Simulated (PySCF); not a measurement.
Computed shifts of a molecule C2H9FOSi2, KT2/pcSseg-1 (PySCF), GIAO, gas phase, equivalent atoms averaged, in ppm (number of nuclei): ¹³C: 0.5 (2). ²⁹Si: 14.2 (1), -36.9 (1). ¹⁹F: -177.4 (1). ¹H: 5.42 (3), 0.47 (6). References: ¹³C against TMS (σ = 185.1 ppm); ²⁹Si against TMS (σ = 361.9 ppm); ¹⁹F against CFCl3 (σ = 127.1 ppm); ¹⁷O against H2O (σ = 330.4 ppm); ¹H against TMS (σ = 31.47 ppm), references at their B3LYP-D3(BJ)/def2-TZVP geometries, non-relativistic. The structure is a stationary point at ωB97X-D3(BJ)/def2-SVP. One conformer was computed; it need not be the lowest.

### Question
Identify the compound among the candidates.
(A) C[Si@@H](F)[C@@H](O)[SiH3]
(B) OC[Si@@H]([SiH3])CF
(C) C[Si@@H](O)[SiH2]CF
(D) C[Si](C)(F)O[SiH3]

### Answer
D, C[Si](C)(F)O[SiH3]
